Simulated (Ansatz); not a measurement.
**Li⁺ ··· Cl$_{2}$**

The pair of Li⁺ (SMILES [Li+], atom 1) and Cl$_{2}$ (SMILES ClCl, atoms 2–3), both closed shells, in one local arrangement (a lower one may exist), relaxed at PBE0-D4/def2-TZVP:

Li1  (-0.001, 0.021, -1.467)
Cl2  (-0.030, 0.988, 0.748)
Cl3  (0.031, -1.009, 0.719)
(Å)

Program: Ansatz 0.2.0. Basis: def2-TZVPPD, with def2-QZVPPD for the basis limit. Cores are frozen in the correlated methods. The outer core shell of Li, Na, Mg and K is correlated. B3LYP uses VWN-RPA correlation. Extrapolation: Hartree–Fock as exp(−7.88 √X), correlation as X^−2.97. Interaction energies count from these two fragments, frozen as in the pair, with the counterpoise correction; negative means bound.

(1) What is the interaction energy by CCSD(T) at an estimated basis limit (MP2 extrapolated from triple and quadruple zeta, plus CCSD(T) − MP2 in triple zeta)? (To be estimated.)

The T1 diagnostic stays at or below 0.009.

Answers

(1) By the calculation: -61.7 kJ/mol. Hartree–Fock alone gives -55.2 kJ/mol at the basis limit. It counts from the two fragments frozen as in the pair.

The same quantity by other methods in triple zeta, and each one's difference from that estimate:
```
   method  E_int (kJ/mol)  difference
   PBE-D4           -66.2        -4.5
revPBE-D4           -64.0        -2.3
  BLYP-D4           -65.7        -4.0
r2SCAN-D4           -57.4         4.3
   B97M-V           -58.8         2.9
  PBE0-D4           -63.8        -2.1
 B3LYP-D4           -64.5        -2.8
 HSE06-D4           -63.8        -2.1
  wB97X-V           -59.8         1.9
  wB97M-V           -61.4         0.3
   B2PLYP           -60.5         1.2
       HF           -50.5        11.2
      MP2           -54.7         7.0
     CCSD           -53.5         8.2
  CCSD(T)           -54.0         7.7
```
Differences are method less estimate.

Basis-set superposition shift (counterpoise-corrected less uncorrected): CCSD(T) 2.7; MP2 2.4; HF 0.4; PBE0-D4 0.4; wB97M-V 0.4 kJ/mol.

For scale, one of the runs: CCSD(T)/def2-TZVPPD, 124 basis functions, launched by `ansatz run in.yaml --threads 2 --pin off --events-out ev --progress --plain --max-ram 5222MiB`. Hardware: 2 CPU threads of an Arm Neoverse V2, shared host. Wall time about 2.6 s.
